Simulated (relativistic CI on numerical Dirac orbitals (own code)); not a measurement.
## Pt: calculation against measurement

Computed by Dirac-Coulomb-Breit CI, KLI orbitals optimised for each configuration, model QED, valence Slater integrals scaled by 0.85, P86 correlation estimate, and configurations built on the next ion tied to the tabulated ionisation energy (semi-empirical) (own radial code, finite nucleus).

Configurations in the expansion (outside the closed core [Xe] 4f14): 5d⁹6s, 5d⁸6s², 5d¹⁰, 5d⁸6s6p, 5d⁹6p, 5d⁹6d, 5d⁹7s, 5d⁹5f, 5d⁹6f, 5d⁷6s6p², 5d⁷6s²6p, 5d⁹7p, 5d⁹8s, 5d⁹8p, 5d⁹7d, 5d⁹8d, 5d⁹5g, 5d⁹7f, 5d⁸6s8s, 5d⁸6s7s, 5d⁸6s8p, 5d⁸6s7d, 5d⁸6s5f, 5d⁸6s8d. Levels of other configurations are missing.

| Configuration | Term (tabulated) | J | Measured (cm⁻¹) | Computed | Error | Purity (%) |
| --- | --- | --- | --- | --- | --- | --- |
| 5d⁹6s | 3D | 3 | 0.0 | 0 | 0 | 99 |
| 5d⁸6s² | 3F | 4 | 823.7 | 3080 | 2256 | 94 |
| 5d¹⁰ | 1S | 0 | 6140.2 | 10341 | 4201 | 85 |
| 5d⁸6s² | 3F | 3 | 10116.7 | 11738 | 1621 | 98 |
| 5d⁹6s | 3D | 1 | 10131.9 | 9501 | -631 | 99 |
| 5d⁸6s² | 3P | 0 | 16983.5 | 21080 | 4096 | 79 |
| 5d⁸6s² | 3P | 1 | 18566.6 | 22033 | 3467 | 98 |
| 5d⁸6s² | 1G | 4 | 21967.1 | 24306 | 2339 | 94 |
| 5d⁸6s6p | 5D° | 4 | 30156.9 | 26156 | -4000 | 78 |
| 5d⁸6s6p | 5D° | 3 | 35321.7 | 30896 | -4425 | 58 |
| 5d⁸6s6p | 5G° | 6 | 36781.6 | 31617 | -5165 | 97 |

Measured levels from NIST Handbook of Basic Atomic Spectroscopic Data (Sansonetti and Martin, J. Phys. Chem. Ref. Data 34, 1559 (2005)); pairs were made by configuration, J and term (by order where the table uses no LS term), so strongly mixed levels may be paired wrongly.

Mean error by configuration (cm⁻¹): 5d⁸6s² 2756; 5d¹⁰ 4201; 5d⁹6s -631; 5d⁸6s6p -4530. Over the excited levels the mean absolute error is 3220 cm⁻¹ (10 of the 30 excited levels that our extract of the source holds in range could be paired, and the others can miss by more), and the median relative error of those above 1,000 cm⁻¹ is 14 %. Some levels of the ground configuration have no partner.
